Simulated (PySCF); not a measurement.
**Two-component Hartree-Fock for S⁺ (sulfur, charge +1)**

Start: [Ne] 3s2 3p3; 3p1/2 filled at m_j = -1/2, +1/2; 3p3/2 filled at m_j = +3/2. Calculated with PySCF 2.14 in x2c-TZVPall-2c with one added diffuse shell each of s, p type (6s7p2d1f, 44 functions): generalised Hartree-Fock with the X2C-1e Hamiltonian and a Gaussian nucleus; one run each with spin-orbit coupling (SO) switched off, then screened by Boettger's factors.

```csv
spinor shell,electrons,"ε, spin-free (eV)","ε, screened SO (eV)",weight of nominal j (screened SO),"rms radius, screened SO (bohr)"
1s1/2,2,-2523.0,-2523.0,1.000,0.112
2s1/2,2,-257.87,-257.87,1.000,0.516
2p1/2,2,-193.28,-194.55,0.812,0.489
2p3/2,4,-193.28,-192.65,0.906,0.492
3s1/2,2,-33.878,-33.878,1.000,1.78
3p1/2,2,-23.448,-23.468,0.511,2.03
3p3/2,1,-23.448,-23.409,1.000,2.03
```

```tsv
quantity	spin-free	screened SO
E (hartree)	-398.24596	-398.24666
M_J	3/2	3/2
⟨J²⟩	3.751	3.751
⟨L²⟩	0.000	0.001
⟨S²⟩	3.751	3.750
```

Each row is a mean over spinors that exchange with the open shell spreads, by up to 9.380 eV (3s1/2).

Rows whose weight is well below 1 are mixtures of j = l ± 1/2: exchange outweighs spin-orbit coupling there, and the label is only the starting occupation.

Without spin-orbit coupling the j labels of p, d and f shells carry no meaning; the spin-free column gives the mean over the occupied spinors of each nl shell.
